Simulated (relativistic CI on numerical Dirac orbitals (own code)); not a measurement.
**Ca7+: computed level list**

Calculated at this level of theory: Dirac-Coulomb-Breit CI, separate exchange-only KLI orbitals for each configuration, QED by a radiative potential, unscaled Slater integrals (own radial code, finite nucleus).

Configurations in the expansion (outside the closed core [Ne]): 3s²3p, 3s3p², 3s²3d, 3p³, 3s3p3d, 3p²3d, 3s3d², 3s²4s, 3s²4p, 3p²4s, 3s²4d, 3p²4p, 3s3p4s, 3s3d4s, 3s²4f, 3s3p4p, 3s²5s, 3s²5p, 3s3p4d, 3s²5d, 3p3d4p, 3s²5f, 3s3p4f, 3s²5g, 3s4s², 3s²6s, 3s²6p, 3s²6d, 3s3p5s, 3s3p5p, 3s4p², 3s3p5d, 3p3d², 3d³, 3d²4s, 3d²4p, 3d²4d, 3s3d4p, 3p3d4s, 3d4s², 3d4s4p, 3d4s4d, 3s4s4p. Double excitations out of closed p, d and f shells are left out; levels of such configurations are missing from the list, as are those of other unlisted configurations, and high levels can miss mixing partners. These lack a partner that the ground configuration has and come out too high: 3s²4f, 3s²5s, 3s²5p, 3s²5d, 3s²5f.

The lowest level is 3s²3p ²P°1/2, with 96 % of that term; Hund's rules for 3s²3p give ²P° with J = 1/2, in agreement.

```
No.  Configuration  Term    J  E (cm⁻¹)    %  Next component (%)  Lifetime (s)
  1          3s²3p   ²P°  1/2         0   96           2 3p³ ²P°              
  2          3s²3p   ²P°  3/2      4257   96           2 3p³ ²P°      1.44e+00
  3      3s3p²(3P)    ⁴P  1/2    127492   99                          5.74e-07
  4      3s3p²(3P)    ⁴P  3/2    129054   99                          2.85e-06
  5      3s3p²(3P)    ⁴P  5/2    131397   99                          1.00e-06
  6      3s3p²(1D)    ²D  3/2    171798   85         13 3s²3d ²D      1.24e-09
  7      3s3p²(1D)    ²D  5/2    172050   85         13 3s²3d ²D      1.34e-09
  8      3s3p²(1S)    ²S  1/2    220760   95                2 ²P      1.34e-10
  9      3s3p²(3P)    ²P  1/2    235963   93          4 3p²3d ²P      4.78e-11
 10      3s3p²(3P)    ²P  3/2    238531   95          5 3p²3d ²P      4.67e-11
 11          3s²3d    ²D  3/2    288152   83         13 3s3p² ²D      3.87e-11
 12          3s²3d    ²D  5/2    288318   83         13 3s3p² ²D      4.01e-11
 13            3p³   ²D°  3/2    335040   65       34 3s3p3d ²D°      7.11e-10
 14            3p³   ²D°  5/2    335478   66       34 3s3p3d ²D°      7.03e-10
 15            3p³   ⁴S°  3/2    346968   98         1 3p3d² ⁴S°      5.42e-11
 16         3s3p3d   ⁴F°  3/2    377519  100                          4.73e-08
 17         3s3p3d   ⁴F°  5/2    378396  100                          4.50e-08
 18         3s3p3d   ⁴F°  7/2    379655  100                          5.20e-08
 19            3p³   ²P°  1/2    380391   77       20 3s3p3d ²P°      1.31e-10
 20            3p³   ²P°  3/2    380501   75       20 3s3p3d ²P°      1.33e-10
 21         3s3p3d   ⁴F°  9/2    381334  100                          7.85e+00
 22         3s3p3d   ⁴P°  5/2    410644   91               8 ⁴D°      6.54e-11
 23         3s3p3d   ⁴P°  3/2    411770   87              13 ⁴D°      6.21e-11
 24         3s3p3d   ⁴P°  1/2    412719   89              10 ⁴D°      6.23e-11
 25         3s3p3d   ⁴D°  1/2    415057   89              10 ⁴P°      4.04e-11
 26         3s3p3d   ⁴D°  3/2    415610   87              13 ⁴P°      4.11e-11
 27         3s3p3d   ⁴D°  5/2    416049   91               8 ⁴P°      4.06e-11
 28         3s3p3d   ⁴D°  7/2    416258   99         1 3p3d² ⁴D°      3.96e-11
 29         3s3p3d   ²D°  5/2    427821   79          18 3p³ ²D°      4.92e-11
 30         3s3p3d   ²D°  3/2    427848   79          18 3p³ ²D°      4.90e-11
 31         3s3p3d   ²F°  5/2    451786   98         1 3p3d² ²F°      1.02e-10
 32         3s3p3d   ²F°  7/2    455170   98         1 3p3d² ²F°      1.01e-10
 33         3s3p3d   ²P°  3/2    494856   82          15 3p³ ²P°      3.33e-11
 34         3s3p3d   ²P°  1/2    496319   84          14 3p³ ²P°      3.43e-11
 35         3s3p3d   ²F°  7/2    496552   96         2 3p3d² ²F°      3.14e-11
 36         3s3p3d   ²F°  5/2    497436   96         2 3p3d² ²F°      3.13e-11
 37         3s3p3d   ²P°  1/2    515301   89         4 3p3d² ²P°      2.70e-11
 38         3s3p3d   ²P°  3/2    515600   87         4 3p3d² ²P°      2.75e-11
 39         3s3p3d   ²D°  3/2    518680   79          14 3p³ ²D°      2.08e-11
 40         3s3p3d   ²D°  5/2    519252   81          14 3p³ ²D°      2.09e-11
 41          3s²4s    ²S  1/2    545750   95          3 3p²4s ²S      1.91e-11
 42      3p²(1D)3d    ²F  5/2    566288   86         14 3s3d² ²F      3.65e-10
 43      3p²(1D)3d    ²F  7/2    567944   85         14 3s3d² ²F      3.41e-10
 44      3p²(3P)3d    ⁴F  3/2    575088   99                          1.26e-10
 45      3p²(3P)3d    ⁴F  5/2    576004   99                1 ⁴D      1.25e-10
```

Energies count from the lowest computed level; ° marks odd parity; lifetimes are radiative, by E1, M1, E2 decay to levels of this space only. Percentages are summed over parent terms; the parents shown are those of the largest component, closed shells are left out there.

The mean weight of the leading LS term, summed over parents, in these 45 levels is 90 %, and that of the leading jj configuration (from the same eigenvectors) 59 %, so LS coupling describes them better.

At this charge configurations can still be misplaced by up to about 7 % of their energy.
